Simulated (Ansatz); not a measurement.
Calculated with Ansatz (gas phase, PBE0-D4/def2-TZVP geometries, no zero-point term in ΔE). CCSD(T)/CBS is the MP2 limit (def2-TZVPP, def2-QZVPP) plus CCSD(T) − MP2 in def2-TZVPP, frozen cores. This one scheme is used for every species. DFT in def2-TZVPP. B3LYP here is the variant with VWN-RPA as its local correlation; programs differ in this. HSE06 is defined as in plane-wave codes. For Ge outer-core shells are correlated without core-valence functions, which leaves a few kJ/mol of doubt a bond. Scalar relativity is left out up to krypton.

Consider the formal exchange of groups at the Si–Si bond: `[SiH3][SiH2][GeH3]` + BH₃ → `B[SiH2][GeH3]` + SiH₄.

```
             level  ΔE (kcal/mol)  difference from CCSD(T)/CBS
       LDA (SPW92)            1.3                         -2.3
            PBE-D4            2.8                         -0.8
         revPBE-D4            3.0                         -0.6
           BLYP-D4            2.5                         -1.1
         r2SCAN-D4            2.7                         -0.9
           PBE0-D4            3.7                          0.1
          B3LYP-D4            3.2                         -0.4
        r2SCANh-D4            3.0                         -0.6
        r2SCAN0-D4            3.4                         -0.2
          HSE06-D4            3.6                          0.0
          BHLYP-D4            4.0                          0.4
      CAM-B3LYP-D4            3.1                         -0.5
           ωB97X-V            3.7                          0.1
           ωB97M-V            3.1                         -0.5
            B2PLYP            2.9                         -0.7
               PBE            2.3                         -1.3
            revPBE            2.5                         -1.1
              BLYP            1.6                         -2.0
            r2SCAN            2.6                         -1.0
              PBE0            3.1                         -0.5
             B3LYP            2.4                         -1.2
           r2SCANh            2.9                         -0.7
           r2SCAN0            3.2                         -0.4
             BHLYP            3.0                         -0.6
         CAM-B3LYP            2.6                         -1.0
           LC-ωPBE            3.6                          0.0
RPA@PBE/def2-TZVPP            3.3                         -0.3
       HF/def2-SVP            3.3                         -0.3
      MP2/def2-SVP            2.9                         -0.7
     CCSD/def2-SVP            2.3                         -1.3
  CCSD(T)/def2-SVP            2.2                         -1.4
     HF/def2-TZVPP            3.8                          0.2
SCS-MP2/def2-TZVPP            3.6                          0.0
   CCSD/def2-TZVPP            3.3                         -0.3
CCSD(T)/def2-TZVPP            3.3                         -0.3
     HF/def2-QZVPP            3.8                          0.2
    MP2/def2-QZVPP            3.9                          0.3
SCS-MP2/def2-QZVPP            3.8                          0.2
      HF/CBS(def2)            3.8                          0.2
     MP2/CBS(def2)            4.1                          0.5
       CCSD(T)/CBS            3.6                            0
```

Largest T1 diagnostic among the species: 0.013.

Leaving LDA and LC-ωPBE aside and taking each functional with its dispersion term where it has one, the values, not all of them listed here, spread over 1.6 kcal/mol, from B97M-V to BHLYP-D4. LDA lies −0.9 kcal/mol from PBE without D4. From PBE to PBE0 (25 % exact exchange), in def2-TZVPP and without D4, ΔE moves by +0.9 kcal/mol. The D4 term adds +0.9 kcal/mol with B3LYP and +0.5 kcal/mol with PBE0; it sums over pairs of atoms, weighted by their polarisabilities, and B3LYP, whose exchange is more repulsive, gets the larger term.
